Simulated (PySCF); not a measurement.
# Silver: a sound run and one with changed settings

Sound run: Ag [Kr] 4d10 5s1, Ag⁺ [Kr] 4d10. All numbers are calculated (PySCF 2.14, scalar relativity through the core potential, in def2-SVP with the def2 core potential (28 electrons)). The sound run starts from symmetry-adapted Hartree-Fock orbitals and uses a fine grid where one is needed.

Changed run: radial step 1.2 in ln r (0.13 in the sound run). This setting is unsound on purpose.

```json
{"species": "Ag", "method": "UHF", "sound run (hartree)": "-146.08410", "changed run (hartree)": "-146.08410", "converged": "yes"}
{"species": "Ag", "method": "M06-L", "sound run (hartree)": "-147.03116", "changed run (hartree)": "-153.22412", "converged": "yes"}
{"species": "Ag", "method": "PBE0", "sound run (hartree)": "-146.93029", "changed run (hartree)": "-150.86809", "converged": "yes"}
{"species": "Ag⁺", "method": "UHF", "sound run (hartree)": "-145.85043", "changed run (hartree)": "-145.85043", "converged": "yes"}
{"species": "Ag⁺", "method": "M06-L", "sound run (hartree)": "-146.76228", "changed run (hartree)": "-152.92774", "converged": "yes"}
{"species": "Ag⁺", "method": "PBE0", "sound run (hartree)": "-146.64876", "changed run (hartree)": "-150.49103", "converged": "yes"}
```

Ionisation energy of Ag:

```tsv
method	sound run (eV)	changed run (eV)
UHF	6.358	6.358
M06-L	7.317	8.065
PBE0	7.661	10.260
```

A coarse radial grid mis-integrates the density and the exchange-correlation energy, with errors of either sign; Hartree-Fock needs no grid.

For comparison, NIST gives 7.576 eV between the lowest levels.
